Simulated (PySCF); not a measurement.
**Where the electron goes**

Species: C₄H₄F₂O₂.
Numbering: `[O:1]=[C:2]1[O:3][CH2:4][C@@H:5]1[CH:6]([F:7])[F:8]` (hydrogens: H9, H10 on C4; H11 on C5; H12 on C6)

Computed with TDDFT CAM-B3LYP/def2-SVPD, vertical, gas phase, core orbitals frozen in the response (PySCF 2.14.0, density-fitted response routines). Isolated species at its PBE0-D3(BJ)/def2-SVP geometry (one conformer only). Torsions of this conformer, `[O:1]=[C:2]1[O:3][CH2:4][C@@H:5]1[CH:6]([F:7])[F:8]`: C4–C5–C6–F7 -43°.

Frontier orbitals with the atoms that hold most of them (Löwdin shares over 4%, at most four atoms; ? is withheld):

```json
{"orbital": "LUMO+2", "ε (eV)": "1.57", "atoms": "H10 11%, O1 11%, H9 10%, F8 10%"}
{"orbital": "LUMO+1", "ε (eV)": "1.08", "atoms": "C2 19%, C4 14%, O3 11%, O1 10%"}
{"orbital": "LUMO", "ε (eV)": "0.62", "atoms": "?"}
{"orbital": "HOMO", "ε (eV)": "-10.20", "atoms": "?"}
{"orbital": "HOMO-1", "ε (eV)": "-10.78", "atoms": "O3 43%, O1 28%, C4 10%, C2 7%"}
{"orbital": "HOMO-2", "ε (eV)": "-11.80", "atoms": "C6 17%, C5 16%, F7 14%, F8 13%"}
{"orbital": "HOMO-3", "ε (eV)": "-12.71", "atoms": "O3 30%, C5 19%, F7 13%, C4 10%"}
```

(1) Give the leading atoms of the LUMO.

(2) Give the leading atoms of the HOMO.

(3) The HOMO–LUMO gap is 10.82 eV. Where does the response calculation put the lowest singlet, and from which orbitals?

(4) Give energy, strength and leading configuration of S1 and S2, and follow the Löwdin shares of the leading atoms from the occupied to the empty orbital.

Results:

(1) C2 (bonded to C and 2 O) 25%; O1 (bonded to C) 20%; C5 (bonded to 3 C and H) 12%; O3 (bonded to 2 C) 12%. By element: carbon 37% or more, oxygen 32%.

(2) O1 (bonded to C) 58%; O3 (bonded to 2 C) 13%; C5 (bonded to 3 C and H) 12%; C2 (bonded to C and 2 O) 12%. By element: oxygen 71%, carbon 24% or more.

(3) S1 is at 5.97 eV (f = 0.0006), 4.85 eV below the gap, made of HOMO→LUMO (73%), HOMO→LUMO+1 (21%). Without the coupling terms of the response equations the lowest excitation would equal the gap.

(4) 
- S1 (5.97 eV, f 0.0006), HOMO→LUMO (73%): O1 58% → 20%, O3 13% → 12%, C2 12% → 25%
- S2 (8.01 eV, f 0.077), HOMO-1→LUMO (73%): O3 43% → 12%, O1 28% → 20%, C2 7% → 25%
